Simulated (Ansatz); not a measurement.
Cl$_{2}$Hg, triplet, geometry from GFN2-xTB (such geometries of metal compounds can be far from the true shape) (a higher spin typed on purpose: for a closed-shell molecule this is an excited state) (core potentials on Hg); Ansatz (a quantum-chemistry and plane-wave program) with HF/def2-SVP.

Ansatz was given this input:
Ansatz 0.2 input:
```yaml
crystal:
  periodic: [false, false, false]
  atoms:
    - {symbol: Hg, position_ang: [-0.52262276, 0.06185863, -0.51025056]}
    - {symbol: Cl, position_ang: [2.16280555, 0.08435262, 0.27273084]}
    - {symbol: Cl, position_ang: [0.29659568, -0.37545207, 2.12844827]}
basis:
  gaussian:
    orbitals: def2-SVP
hamiltonian:
  xc: hf
magnetization: {spin_polarized: true, initial_magnetization: 2}
output: {forces: true}
```

Output, abridged:

```
Functional definition: HF
647 factors; integrals over basis functions are off by at most 2.4e-4 eV
mean field evaluation 1: about -29147.5779 eV, gradient 9.4e0 eV
mean field evaluation 2: about -29147.7600 eV, gradient 9.6e0 eV
mean field evaluation 4: about -29148.6201 eV, gradient 1.5e0 eV
mean field evaluation 8: about -29148.6824 eV, gradient 3.2e-1 eV
mean field evaluation 16: about -29148.6898 eV, gradient 2.3e-5 eV
mean field evaluation 32: about -29143.2532 eV, gradient 1.7e1 eV
mean field evaluation 64: about -29146.1155 eV, gradient 8.1e0 eV
mean field evaluation 96: about -29147.5215 eV, gradient 3.4e-1 eV
mean field -29148.68977779 eV, -1071.1945916424 hartree, gradient 2.3e-5 eV, S^2 2.027865; 0 other end points of the search recorded, 0 dependent functions left out
the calculation of the forces begins
reference -29148.68977779 eV, -1071.1945916424 hartree; 28, 26 occupied and 40, 42 virtual orbitals, 647 factors
Total energy: -29148.68977779 eV, -1071.1945916424 hartree
Atom 0 at    -0.522623     0.061859    -0.510251 Å, force     0.475227    -0.056249     0.463977 eV/Å
Atom 1 at     2.162806     0.084353     0.272731 Å, force    -0.163542     0.046374    -0.305643 eV/Å
Atom 2 at     0.296596    -0.375452     2.128448 Å, force    -0.311685     0.009874    -0.158334 eV/Å
Dipole moment:    -0.766658     0.090743    -0.748508 e Å
```
